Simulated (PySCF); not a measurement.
# Multinuclear NMR of C$_{5}$H$_{10}$N$_{2}$

Numbering as in the mapped SMILES `[CH3:1][C:2]1=[N:3][N:4]([CH3:5])[CH2:6][CH2:7]1`; H(Xn) means a hydrogen on atom n.

Theoretical values (PySCF 2.14): σ from GIAO-PBE0/pcSseg-1, spin–spin couplings from B3LYP/pcJ-1 (spin–dipole term only in couplings to heteroatoms), GFN2-xTB structure. Rapidly exchanging positions averaged, non-relativistic Hamiltonian, a single conformation, gas phase.

Question: Where does ¹⁵N resonate?

Answer: 
```csv
atoms,environment,σ (ppm),δ (ppm)
N3,imine nitrogen,-118.7,-38.7
N4,nitrogen bonded to O or N,126.7,-264.8
```

Shieldings were converted by a linear fit to measured shifts: ¹⁵N: δ = -148.07 − 0.921σ (rms 6.3 ppm, 71 shifts vs CH3NO2, solution or neat liquid). A few per cent of atoms miss by over 2 rms, more outside the fitted compound classes. Couplings are scaled by factors fitted to measured values: ²J(H,H) × 0.95 (rms 1.3 Hz), ³J(H,H) × 0.92 (rms 0.5 Hz); all others are unscaled and can be 10–30 % off.

Couplings (the largest are listed; each averaged over equivalent pairs): ¹J(N3,N4) = -14.0 Hz, ¹J(N4,C5) = -9.8 Hz, ¹J(C2,N3) = -7.9 Hz, ¹J(N4,C6) = -2.7 Hz, ²J(C1,N3) = -10.5 Hz, ²J(N3,C5) = -5.3 Hz, ²J(C2,N4) = -3.6 Hz, ²J(N4,C7) = -2.8 Hz, ²J(N3,C7) = 2.4 Hz, ²J(N3,C6) = 2.1 Hz, ²J(N4,H(C6)) = -2.0 Hz, ³J(N3,H(C1)) = -3.3 Hz. Signs are for ¹⁵N, whose magnetogyric ratio is negative.

On a 500 MHz spectrometer ¹⁵N resonates near 50.7 MHz, so 1 ppm is 50.7 Hz.
